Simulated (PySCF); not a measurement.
Vinylene carbonate, SMILES O=c1occo1 at its PBE0/def2-SVP optimised geometry (Å):

```
8

O      1.7751    -2.0603     0.0002
C      1.0749    -1.1060     0.0000
O     -0.2856    -1.1060     0.0000
C     -0.7065     0.1945     0.0000
C      0.3695     0.9837    -0.0002
O      1.4835     0.1917    -0.0004
H     -1.7751     0.3853     0.0003
H      0.5086     2.0603    -0.0004
```

Method: PySCF with PBE0/def2-TZVP.

Map of the electron localisation function on the plane z = 0.6 Å:

```
|000000000000000000000000000|
|000000000000000000000000000|
|000000000000000000000000000|
|000000000000001100000000000|
|000000000000158851000000000|
|000000000000489995000000000|
|000000000000599996000000000|
|000000000000489995000000000|
|000000000001379971000000000|
|000001453112577740000000000|
|000005898546886532444200000|
|000018999867997557887410000|
|000028999977884368987510000|
|000017999865530268886300000|
|000003675435520157641000000|
|000000000026764355200000000|
|000000000158886555311000000|
|000000000378985467655420000|
|000000000478862267777631000|
|000000000367620157888641000|
|000000000133100268887520000|
|000000000000000267776310000|
|000000000000000245553100000|
|000000000000000122221000000|
|000000000000000000000000000|
|000000000000000000000000000|
|000000000000000000000000000|
```
Scale: ten equal steps from 0.000 (start of '0') to 0.981 (end of '9'), in the order '0123456789'; x runs from -4.50 to 4.50, y from -4.50 (bottom) to 4.50 (top).
